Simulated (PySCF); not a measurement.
# What a mistake does to a calculation on AlC2H7N

These are calculations, not measurements. The program is PySCF 2.14.0, an open-source quantum chemistry code, run on an isolated molecule that a program drew, which may never have been made. The molecule is AlC2H7N (charge 0, doublet), drawn as the SMILES string `CN[CH][AlH2]`.

Each row is a Hartree-Fock (HF) and frozen-core CCSD(T) single point in the cc-pV(D+d)Z basis, meant for a local HF minimum. Run 1 is clean. Each other run has one planted mistake out of seven kinds, and not every kind appears here: one electron removed, one electron added, multiplicity raised by two, geometry at a saddle point, minimal basis STO-3G, one bond length entered in bohr, all coordinates scaled. The reference is restricted for singlets and unrestricted otherwise, and also for a bond in bohr. Adding or removing an electron swaps singlet and doublet. Electrons count all cores. HOMO and LUMO are orbital energies over both spins, the gradient is its largest component, and the lowest frequency (negative if imaginary) is given only where the gradient is small. Bond lengths are over the 10 bonds as drawn. T1 is the CCSD diagnostic: over 0.02 (restricted) or 0.045 (unrestricted) a single reference is doubtful.

Geometry of the clean run:
```xyz
11
AlC2H7N, angstrom
C    -1.2199    1.9655   -1.7933
N    -0.0520    1.5721   -1.0415
C     1.2172    1.6922   -1.5450
Al    2.8572    1.6665   -0.5644
H    -2.1163    1.5721   -1.3129
H    -1.1654    1.5452   -2.7982
H    -1.3238    3.0534   -1.8820
H    -0.1442    1.6557   -0.0495
H     1.2153    1.7608   -2.6331
H     2.8101    1.5818    1.0197
H     4.2268    1.7422   -1.3516
```

| run | electrons | basis functions | <S^2> | HOMO (eV) | LUMO (eV) | gradient (hartree/bohr) | lowest frequency (cm^-1) | mean bond (Å) | longest bond (Å) | T1 | HF (hartree) | CCSD(T) (hartree) | mistake |
|---|---|---|---|---|---|---|---|---|---|---|---|---|---|
| 1 | 39 | 100 | 0.759 | -7.22 | 1.42 | 2.7e-05 | 114 | 1.3261 | 1.911 | 0.0207 | -376.13472 | -376.71046 | no fault |
| 2 | 38 | 100 | 0.000 | -16.09 | -4.98 | 1.3e-01 | - | 1.3261 | 1.911 | 0.0188 | -375.91468 | -376.48513 | one electron removed |
| 3 | 39 | 100 | 1.443 | -7.22 | 1.29 | 2.5e-02 | - | 1.4231 | 2.060 | 0.0624 | -376.00181 | -376.58475 | one bond length entered in bohr |
| 4 | 39 | 31 | 0.761 | -4.83 | 7.75 | 7.7e-02 | - | 1.3261 | 1.911 | 0.0190 | -371.57283 | -371.79867 | minimal basis STO-3G |
| 5 | 39 | 100 | 0.758 | -6.75 | 1.82 | 1.3e-01 | - | 1.1975 | 1.726 | 0.0149 | -376.01361 | -376.57292 | all coordinates scaled |
| 6 | 39 | 100 | 3.773 | -4.23 | -2.44 | 1.2e-01 | - | 1.3261 | 1.911 | 0.0393 | -375.91608 | -376.48188 | ? |

**Which mistake was planted in run 6, and what did it cost?**

Electrons, basis and geometry are unchanged, and <S^2> is 3.773, beside S(S+1) = 3.75 for a multiplicity of 4. So the mistake is: multiplicity raised by two. Subtracting run 1 and multiplying by 627.51 kcal/mol a hartree, the energy moved by 137.2 kcal/mol in HF and 143.4 kcal/mol in CCSD(T).

Cautions from the logs. Run 3: T1 is over the limit, so its CCSD(T) energy is less reliable.
